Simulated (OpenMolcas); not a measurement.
**Ag2+: effect of the metal basis and ligand basis**

Ag2+ with 4 ligands (bromide) in tetrahedral coordination (Td) at 2.7 Å. A charge of +0.5 e stands 2.6 Å behind each ligand.

```yaml
Program: OpenMolcas
Method: CASSCF
Spin-orbit_coupling: state interaction with AMFI integrals over the reference wave functions
```

Fixed: active space 9 electrons in 5 orbitals (4d), DKH2 Hamiltonian.

States (labels of Td). Energies in cm-1 above the lowest state or level, χT in cm3 K/mol; under a threefold ground state the first gap can be a small split of the lowest multiplet, not the spin-orbit step; 10Dq is the gap between the two states; 10Dq is negative for this site.

```json
{"Run": "A", "Metal basis": "ANO-RCC-VDZP", "Ligand basis": "ANO-RCC-VDZP", "Ground state": "2T2", "First state of that spin": "2E 4030", "10Dq": "-4030", "First gap with spin-orbit (degeneracies)": "1060 (2, 4)", "χT at 300 K": "0.571", "Cost": "roughly 50 core-seconds"}
{"Run": "B", "Metal basis": "ANO-RCC-VTZP", "Ligand basis": "ANO-RCC-VTZP", "Ground state": "2T2", "First state of that spin": "2E 3716", "10Dq": "-3716", "First gap with spin-orbit (degeneracies)": "1088 (2, 4)", "χT at 300 K": "0.614", "Cost": "roughly 4 core-minutes"}
```

Against A, |10Dq| changes by -7.8 % in B.

Costs are those of the RASSCF and RASSI steps.

An orbital triplet at a regular site is open to Jahn-Teller coupling, which can distort the site and quench the lowest spin-orbit gaps and is left out. With metal d orbitals alone the field can be off either way by tens of per cent. Ligand-to-metal charge-transfer states are missing. The least metal-like active orbital is 82 % on the metal (Löwdin) and no ligand orbital is active, so the numbers are rough (holds for A). The least metal-like active orbital is 84 % on the metal (Löwdin) and no ligand orbital is active, so the numbers are rough (holds for B). No measured value stands beside these numbers; the geometry was imposed, not optimised, and the real ion may take another.
